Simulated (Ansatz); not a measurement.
Geometry optimisation, Ansatz, RKS PBE0/def2-SVP.

Input:

```yaml
crystal:
  periodic: [false, false, false]
  atoms:
    - { symbol: B, position_ang: [0.0, 0.0, 0.0] }
    - { symbol: C, position_ang: [0.0, 0.0, 1.6] }
    - { symbol: H, position_ang: [-0.9996, -0.3092, 1.9705] }
    - { symbol: H, position_ang: [0.7676, -0.7111, 1.9705] }
    - { symbol: H, position_ang: [0.232, 1.0203, 1.9705] }
    - { symbol: "N", position_ang: [1.3423, 0.0, -0.775] }
    - { symbol: H, position_ang: [1.8089, -0.9179, -1.0268] }
    - { symbol: H, position_ang: [1.7937, 0.9179, -1.0532] }
    - { symbol: F, position_ang: [-1.1431, 0.0, -0.66] }
basis:
  gaussian: { orbitals: def2-SVP }
hamiltonian:
  xc: pbe0
relax:
  f_tol: 0.02
  max_steps: 40
```

Launched with:

```bash
$ ansatz run input.yaml --threads 1 --pin off --max-ram 2048MiB --backend cpu --events-out ev --progress --plain --runs-dir out
```

**Question.** Where does it end, and by what steps?

**Answer.** It converged. After 11 steps the energy has fallen by 1.390 eV; H8 moved furthest, 1.17 Å.

```
step  energy less start (eV)  largest force component (eV/Å)  accepted
   0                  0.0000                           3.014       yes
   1                 -0.3147                           1.456       yes
   2                 -0.4584                           1.384       yes
   3                 -0.6364                           1.598       yes
   4                 -0.9142                           1.754       yes
   5                 -1.1801                           0.984       yes
   6                 -1.3435                           0.360       yes
   7                 -1.3649                           0.307       yes
   8                 -1.3761                           0.407       yes
   9                 -1.3890                           0.124       yes
  10                 -1.3898                           0.063       yes
  11                 -1.3898                           0.004       yes
```

```xyz
9
Properties=species:S:1:pos:R:3
B 0.141 0.233 0.035
C 0.032 -0.091 1.569
H -0.861 -0.709 1.761
H 0.907 -0.614 1.981
H -0.112 0.841 2.141
N 1.242 -0.092 -0.764
H 2.061 -0.565 -0.411
H 1.278 0.133 -1.750
F -0.887 0.865 -0.565
```

Whether the end is a true minimum wasn't checked by a vibrational analysis.

The run took 31 s on 1 thread of Arm Neoverse V2, with other jobs on the host, peak memory 0.15 GiB.
